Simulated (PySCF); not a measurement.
propoxy(silyl)silane (C3H12OSi2), SMILES CCCO[SiH2][SiH3].

Geometry: PBE-D3(BJ)/def2-SVP. Other conformers were not sampled.

The numbers are results of PySCF with PBE-D3(BJ)/def2-SVP, not measurements.

Frequencies are harmonic and unscaled.

```
mode  ν (cm⁻¹)  IR (km/mol)  moving atoms (share of kinetic energy)
----  --------  -----------  --------------------------------------
1           34          0.3         H 38 %, C 24 %, O 23 %, Si 15 %
2           40          0.4         C 31 %, Si 28 %, H 27 %, O 14 %
3           74          0.5         Si 38 %, H 29 %, C 18 %, O 15 %
4          100          0.3                                  H 85 %
5          157          1.5                  H 42 %, C 29 %, O 26 %
6          185          1.4         H 40 %, O 25 %, C 18 %, Si 17 %
7          232          2.4         H 54 %, O 18 %, C 18 %, Si 10 %
8          301          0.1                  H 55 %, C 35 %, Si 8 %
9          357         18.4                                  H 96 %
10         403          6.7                 Si 53 %, H 34 %, C 12 %
11         452          0.4                 H 37 %, C 37 %, Si 24 %
12         504         15.7                         H 67 %, Si 31 %
13         592          1.2                         H 77 %, Si 21 %
14         692         22.7                                  H 90 %
15         712         11.8         H 55 %, O 18 %, C 15 %, Si 12 %
16         790        497.4                          H 87 %, Si 9 %
17         807         16.8         H 48 %, O 25 %, C 17 %, Si 10 %
18         855          9.5                 H 76 %, C 14 %, Si 11 %
19         882          7.5                          C 48 %, H 45 %
20         893          4.5                          H 79 %, C 18 %
21         900         31.6                                  H 98 %
22         902         12.3                                  H 96 %
23         932        121.7                                  H 94 %
24        1001        110.7                  H 50 %, C 25 %, O 22 %
25        1084         16.9                          C 57 %, H 41 %
26        1103        225.8                  C 43 %, O 36 %, H 19 %
27        1124          8.9                          H 50 %, C 46 %
28        1228          2.0                          H 85 %, C 13 %
29        1255          3.1                          H 85 %, C 14 %
30        1313          3.3                          H 77 %, C 23 %
31        1348          4.9                          H 66 %, C 34 %
32        1362         30.1                          H 74 %, C 25 %
33        1399          3.3                           H 91 %, C 9 %
34        1415          6.9                                  H 96 %
35        1433          9.2                                  H 94 %
36        1436          6.0                                  H 93 %
37        2115         93.2                                  H 98 %
38        2117        107.6                                  H 96 %
39        2151         52.6                                  H 99 %
40        2165         81.6                                  H 96 %
41        2171         91.8                                  H 96 %
42        2897         48.9                                  H 95 %
43        2946         27.2                           H 91 %, C 9 %
44        2971         19.9                                  H 97 %
45        2974         41.4                                  H 94 %
46        3020         15.4                           H 91 %, C 9 %
47        3057         26.8                           H 91 %, C 9 %
48        3074         17.3                           H 91 %, C 9 %
```
